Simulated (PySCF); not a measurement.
Dipole response of Rh⁻ (rhodium, charge -1)

[Kr] 4d8 5s2, high-spin 3F determinant. Calculation: PySCF 2.14, in aug-cc-pVTZ-PP with one added diffuse shell each of s, p, d, f, g type with ECP28MDF (7s7p6d4f3g, 113 functions); scalar relativity through the core potential. Coupled (time-dependent) response in atomic units; α is the mean over directions.

```csv
method,mean α (bohr³),C₆ (like pair),S(−4)
UHF,13400,822400,374200000
```

S(−4) is the Cauchy moment in α(ω) = α(0) + S(−4) ω² + …

Spin-orbit coupling is absent.

α(iu) at UHF:

```csv
u (hartree),α(iu) (bohr³)
0,13400
0.0500,329.7
0.100,132.2
0.200,50.43
0.300,28.81
0.500,14.77
0.750,8.927
1.00,6.255
1.50,3.709
2.00,2.490
3.00,1.348
5.00,0.5678
```

A single London oscillator, α(iu) = α/(1 + u²/ω²), gives C₆ = (3/4) ω α². Matching the computed C₆ needs ω = 4 × 822400 / (3 × 13400²) = 0.00611 hartree.

For an ion, C₆ is the dispersion term alone; charge-induced terms of lower order in 1/R come first.

Energies and moments cover only the electrons outside the core potential. ⟨S²⟩ = 2.40 against 2.00 shows spin contamination. The outer electron is barely bound at this level, so radii and moments hang on the diffuse functions.
